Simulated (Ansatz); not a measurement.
Consider the redistribution: `CB([SeH])[SeH]` + `CB(C)Cl` → `CB(C)[SeH]` + `CB(Cl)[SeH]`.

Isolated molecules relaxed with PBE0-D4/def2-TZVP in Ansatz; ΔE leaves out vibrations. CCSD(T)/CBS is the MP2 limit (def2-TZVPP, def2-QZVPP) plus CCSD(T) − MP2 in def2-TZVPP, frozen cores. DFT in def2-TZVPP. B3LYP here is the variant with VWN-RPA as its local correlation; programs differ in this. For Se outer-core shells are correlated without core-valence functions, which leaves a few kJ/mol of doubt a bond. Scalar relativity is left out up to krypton. Each species was taken in one conformer, which may not be the lowest.

`CB([SeH])[SeH]`:

Cartesian coordinates in Å:
```
C -0.827 -0.515 0.716
B 0.326 0.217 -0.046
Se 1.651 1.175 0.988
Se 0.482 0.205 -1.976
H -1.799 -0.128 0.393
H -0.770 -0.415 1.802
H -0.823 -1.583 0.474
H 2.471 1.660 -0.131
H -0.712 -0.617 -2.219
```

`CB(C)Cl`:

Cartesian coordinates in Å:
```
C 1.114 0.814 0.174
B 0.201 -0.449 0.181
C -1.274 -0.458 -0.318
Cl 0.882 -1.965 0.793
H 0.544 1.744 0.241
H 1.624 0.835 -0.800
H 1.894 0.801 0.936
H -1.614 -1.429 -0.679
H -1.906 -0.203 0.545
H -1.466 0.309 -1.073
```

`CB(C)[SeH]`:

```xyz
11

C     1.199    0.223   -0.960
B    -0.137    0.257   -0.142
C    -0.429   -0.780    0.992
Se   -1.410    1.632   -0.628
H     1.238    0.884   -1.827
H     2.024    0.502   -0.292
H     1.420   -0.797   -1.291
H     0.472   -0.997    1.576
H    -0.711   -1.729    0.516
H    -1.234   -0.509    1.676
H    -2.432    1.316    0.380
```

`CB(Cl)[SeH]`:

Cartesian coordinates in Å:
```
C -0.809 0.404 -0.229
B 0.404 -0.076 0.618
Cl 0.471 0.308 2.337
Se 1.904 -1.093 -0.048
H -1.733 -0.008 0.191
H -0.904 1.493 -0.152
H -0.756 0.132 -1.283
H 1.423 -1.160 -1.434
```

```
             level  ΔE (kcal/mol)  difference from CCSD(T)/CBS
         r2SCAN-D4            0.3                          0.0
          B3LYP-D4            0.3                          0.0
           ωB97X-V            0.5                          0.2
           ωB97M-V            0.4                          0.1
            B2PLYP            0.3                          0.0
            r2SCAN            0.3                          0.0
              PBE0            0.3                          0.0
             B3LYP            0.2                         -0.1
     HF/def2-TZVPP            0.8                          0.5
    MP2/def2-TZVPP            0.5                          0.2
   CCSD/def2-TZVPP            0.4                          0.1
CCSD(T)/def2-TZVPP            0.3                          0.0
    MP2/def2-QZVPP            0.5                          0.2
SCS-MP2/def2-QZVPP            0.5                          0.2
      HF/CBS(def2)            0.8                          0.5
    CCSD/CBS(def2)            0.4                          0.1
       CCSD(T)/CBS            0.3                            0
```

Largest T1 diagnostic among the species: 0.011.
